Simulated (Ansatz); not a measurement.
Species: HSiO2, charge 1, singlet. HSiO2+ (SMILES [Si](=O)=[OH+]).
B3LYP-D3(BJ)/def2-TZVP minimum from Ansatz (a first-principles code):
```xyz
4

O     -1.4452     0.0952    -0.0815
Si     0.0876     0.0091    -0.0012
O      1.5614    -0.1989     0.1274
H     -2.1558     0.7013    -0.3512
```
Charge +1, spin multiplicity 1.

Total energies in cc-pV(D+d)Z, 16 correlated electrons, 7 frozen orbitals. Open shells are spin-unrestricted; no spin-orbit coupling. Correlated methods leave the cores frozen. No relativity. The T1 diagnostic of HO2Si+ (O=[Si]=[OH+], singlet) reaches 0.026 in the sets run.

```tsv
method	program	energy (Eh)	minus CCSDT(Q) (mEh)
HF	Ansatz	-438.92829	483.23
MP2	Ansatz	-439.39286	18.67
CCSD	Ansatz	-439.39191	19.61
CCSD(T)	Ansatz	-439.40814	3.39
CCSDT(Q)	Ansatz	-439.41153	0.00
```

Rough core times of Ansatz's runs on a shared machine: CCSD(T) under 20 s, CCSDT(Q) 60 s.
